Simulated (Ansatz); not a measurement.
System: sum formula BNH$_{2}$Cl$_{2}$, charge 0, multiplicity 1. SMILES: ClB(Cl)N
Geometry from a B3LYP-D3(BJ)/def2-TZVP (Ansatz, an electronic-structure program) optimisation:
```
B
N 1 1.3854
H 2 1.0060 1 122.42
H 2 1.0060 3 115.17 1 180.00
Cl 1 1.7704 2 120.26 3 0.00
Cl 1 1.7704 2 120.26 3 180.00
```
Charge 0, spin multiplicity 1.

CCSD(T) with Ansatz in growing basis sets, 24 correlated electrons. Correlated levels leave the core frozen unless marked. Open shells are spin-unrestricted. No spin-orbit coupling. No relativistic terms. Costs are ratios of core time to the smallest set, on shared machines of one kind, and rough; they hold the program's checks for lower states.

```
basis            functions  cost over smallest  E(corr) (Eh)  electronic atomisation energy (kcal/mol)
---------------  ---------  ------------------  ------------  ----------------------------------------
aug-cc-pV(D+d)Z        128                  1×       -0.6192                                     486.5
aug-cc-pV(T+d)Z        248                  5×             ?                                         ?
```

Question: What does the step to aug-cc-pV(T+d)Z buy, and how does its cost grow by formal scaling?

Answer: Formally CCSD grows as o²v⁴ and (T) as o³v⁴; with o = 12 and v going from 104 to 224 both grow 22-fold in the last step, while integrals and the mean field grow more slowly. That step adds 153.3 mEh of correlation energy and 25.2 kcal/mol to the atomisation energy. Row: E(corr) (Eh) -0.7724, electronic atomisation energy (kcal/mol) 511.7.
